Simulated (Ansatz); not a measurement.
WO2. Total charge 0; triplet. Geometry PBE0-D4/def2-TZVPD, that of the charge -1 doublet; atoms count from 1.

```csv
atom,x (Å),y (Å),z (Å)
W1,0.335,0.079,-0.492
O2,-0.654,1.350,0.137
O3,0.319,-1.429,0.355
```

In the def2 sets W takes a core potential; there is no spin–orbit coupling. The structure comes from a short search, and lower isomers may exist.

**Question.** Estimate the Mulliken populations from the PBE0/def2-TZVPD orbitals of Ansatz.

**Answer.** 
| atom | charge (e) | spin (α − β) | d electrons |
| --- | --- | --- | --- |
| W1 | 1.05 | 2.20 | 3.79 |
| O2 | -0.52 | -0.10 | – |
| O3 | -0.52 | -0.10 | – |
Mulliken values depend strongly on the basis. With diffuse functions, as here, like atoms can get unlike values, and bond orders can come out too low or too high.

**Question.** Where does the spin sit?

**Answer.** Summed by element: W 2.20, O -0.20, of 2 unpaired in all. Largest on single atoms: W1 2.20, O2 -0.10, O3 -0.10.

**Question.** And the Mayer bond orders between heavy atoms (over 0.3)?

**Answer.** W1–O2 2.01 (1.73 Å); W1–O3 2.01 (1.73 Å).
